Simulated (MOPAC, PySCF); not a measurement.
Species: AsH4, charge 1, multiplicity 1. SMILES: [AsH4+]
Geometry: optimised at B3LYP-D3(BJ)/def2-TZVP (Ansatz).

Unscaled harmonic wavenumbers (cm⁻¹) in rising order, each level at the stationary point that it reaches from this structure (no distance between atoms moves by over 0.3 Å); the order of modes can differ between levels, and a negative number is imaginary. B3LYP-D3(BJ)/def2-TZVP (PySCF, at the structure above): 869, 869, 869, 1021, 1021, 2331, 2375, 2375, 2375.

AM1 (MOPAC): 818, 818, 818, 951, 951, 1852, 2206, 2206, 2206. Zero-point energy 18.3 against 20.2 kcal/mol; where all levels lie over 400 cm⁻¹, the wavenumbers are on average 0.918 times those of B3LYP-D3(BJ)/def2-TZVP.

PM3 (MOPAC): 863, 863, 863, 997, 997, 2058, 2145, 2145, 2145. Zero-point energy 18.7 against 20.2 kcal/mol; where all levels lie over 400 cm⁻¹, the wavenumbers are on average 0.947 times those of B3LYP-D3(BJ)/def2-TZVP.
